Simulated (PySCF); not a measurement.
**Telling isomers of C2H14OSi4 apart by NMR**

[PySCF: GFN2-xTB structure; σ from GIAO-PBE0/pcSseg-1; fast rotation and ring inversion assumed for equivalent nuclei; a single conformation; isolated molecule; no relativistic terms]

Shifts are taken against calculated references (same method and geometry level): $^{1}$H (σ = 31.72 ppm), $^{13}$C (σ = 186.93 ppm) against TMS. Where no couplings were computed, multiplicities follow the n + 1 count of equivalent neighbours, and m marks all less simple cases (inequivalent or close neighbours, rings, F or P nearby). Shifts are as computed. Against solution values, carbons near 30 ppm lie about +3 ppm off and those near 130 ppm about +5 ppm. Of 1309 compounds with measured shifts, 239 miss one by over three times the rms of a fit or turn the order of signals round; such compounds aren't used in these exercises.

(1) Tabulate the signals of `CC[SiH2]O[SiH]([SiH3])[SiH3]`, `CCO[SiH2][SiH]([SiH3])[SiH3]` and their relative energies.

(2) What is the quickest way to tell CC[SiH2]O[SiH]([SiH3])[SiH3] from CCO[SiH2][SiH]([SiH3])[SiH3]?

## Answers

(1) 
```tsv
SMILES	carbon types	δC	δH	E rel. (kcal/mol)
CC[SiH2]O[SiH]([SiH3])[SiH3]	1×CH2 1×CH3	11.9, 6.2	6.27 (sept, 1H), 4.88 (t, 2H), 3.53 (d, 6H), 0.98 (m, 2H), 0.91 (m, 3H)	0.0
CCO[SiH2][SiH]([SiH3])[SiH3]	1×CH2 1×CH3	65.3, 18.3	5.47 (d, 2H), 3.93 (q, 2H), 3.65 (d, 6H), 2.97 (m, 1H), 1.27 (t, 3H)	29.4
```

Energies are electronic energies at PBE0/pcSseg-1 on these geometries, without zero-point or thermal terms, each for the one conformer computed, which needn't be the lowest.

(2) Both give the same number of carbon signals, with the same numbers of each carbon type, so the positions decide. The first has an sp3 CH2 bonded to Si at 11.9 ppm, the second an sp3 CH2 bonded to O at 65.3 ppm. In the proton spectra the most deshielded non-exchanging signals are 6.27 (sept, 1H) and 5.47 (d, 2H).
